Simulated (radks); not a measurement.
Values are calculated unless marked as measured or tabulated.
Species: V. Configuration: [Ar] 3d3 4s2.

Level of theory: scalar-relativistic Kohn-Sham, Slater X-alpha with alpha = 0.683, spin-unpolarised, spherical densities, finite nucleus; Fermi nuclear charge, rms radius 3.6002 fm (a radial shooting solver on a logarithmic mesh with Libxc functionals).

Energy parts (eV):
| part | energy |
|---|---|
| total | -25747.225 |
| kinetic | 26007.417 |
| electron-nucleus | -61396.629 |
| Hartree | 10791.702 |
| exchange | -1149.715 |

Orbitals (lengths in bohr, moments of r in powers of bohr; r(max) is where P^2 peaks):
| orbital | occ. | eigenvalue (eV) | <1/r> | r(max) | <r^4> |
|---|---|---|---|---|---|
| 1s | 2 | -5353.298 | 22.80 | 0.04357 | 0.00009123 |
| 2s | 2 | -600.5944 | 4.788 | 0.2561 | 0.02237 |
| 2p | 6 | -502.3662 | 4.698 | 0.2079 | 0.01767 |
| 3s | 2 | -68.8547 | 1.487 | 0.8192 | 1.774 |
| 3p | 6 | -42.9731 | 1.354 | 0.8434 | 2.655 |
| 3d | 3 | -4.3908 | 0.9558 | 0.8876 | 25.84 |
| 4s | 2 | -4.0293 | 0.3863 | 2.748 | 307.9 |

The highest occupied level is 4s at -4.029 eV. The electron density at the nucleus is 9892 e/bohr^3 (large components only). The density falls to 0.001 e/bohr^3 at r = 4.76 bohr. Summed over all electrons, <r^2> = 45.61 bohr^2, which gives a Langevin (diamagnetic) susceptibility term of -36.1 x 10^-6 cm^3/mol.
